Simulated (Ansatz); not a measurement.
Geometry optimisation, RHF/def2-SVP in Ansatz.

input.yaml

```yaml
crystal:
  periodic: [false, false, false]
  atoms:
    - { symbol: Si, position_ang: [-0.9081, -1.0707, 1.6124] }
    - { symbol: Ge, position_ang: [0.1897, 0.5282, 0.3339] }
    - { symbol: Si, position_ang: [1.833, -0.5357, -0.8666] }
    - { symbol: C, position_ang: [-0.9546, 1.4237, -0.8991] }
    - { symbol: Cl, position_ang: [-1.7618, 0.2031, -1.9983] }
    - { symbol: H, position_ang: [-2.0201, -0.3334, 2.3563] }
    - { symbol: H, position_ang: [-1.5239, -2.0291, 0.7115] }
    - { symbol: H, position_ang: [0.0132, -1.6646, 2.5237] }
    - { symbol: H, position_ang: [0.8304, 1.6059, 1.3159] }
    - { symbol: H, position_ang: [2.7886, -1.1936, 0.1097] }
    - { symbol: H, position_ang: [1.2525, -1.544, -1.7169] }
    - { symbol: H, position_ang: [2.6186, 0.4584, -1.6409] }
    - { symbol: H, position_ang: [-0.5191, 2.1861, -1.5122] }
    - { symbol: H, position_ang: [-1.8514, 1.9366, -0.3007] }
basis:
  gaussian: { orbitals: def2-SVP }
hamiltonian:
  xc: hf
relax:
  f_tol: 0.015
  max_steps: 40
```

Command:

```bash
$ ansatz run input.yaml --threads 2 --pin off --max-ram 3072MiB --backend cpu --events-out ev --progress --plain --runs-dir out
```

Problem. Where does it end, and by what steps?

Solution. The run converged. The force dipped under the threshold on the way, but the program's further checks kept it going. After 8 steps the energy has fallen by 0.586 eV; H8 moved furthest, 0.36 Å.

| step | energy less start (eV) | largest force component (eV/Å) | accepted |
| --- | --- | --- | --- |
| 0 | 0.0000 | 4.137 | yes |
| 1 | -0.5166 | 0.804 | yes |
| 2 | -0.5696 | 0.279 | yes |
| 3 | -0.5807 | 0.225 | yes |
| 4 | -0.5849 | 0.039 | yes |
| 5 | -0.5854 | 0.006 | yes |
| 6 | -0.5858 | 0.027 | yes |
| 7 | -0.5857 | 0.026 | no |
| 8 | -0.5859 | 0.003 | yes |

```xyz
14
Properties=species:S:1:pos:R:3
Si -1.052 -1.079 1.669
Ge 0.233 0.505 0.373
Si 1.958 -0.549 -0.951
C -0.996 1.492 -0.839
Cl -1.791 0.348 -1.983
H -2.252 -0.413 2.231
H -1.475 -2.219 0.824
H -0.219 -1.592 2.784
H 0.864 1.555 1.310
H 3.046 -1.016 -0.058
H 1.410 -1.711 -1.687
H 2.515 0.426 -1.920
H -0.467 2.228 -1.438
H -1.786 1.996 -0.289
```

Time of the run: 38 s on 2 threads of Arm Neoverse V2 (shared host), peak memory 0.4 GiB.
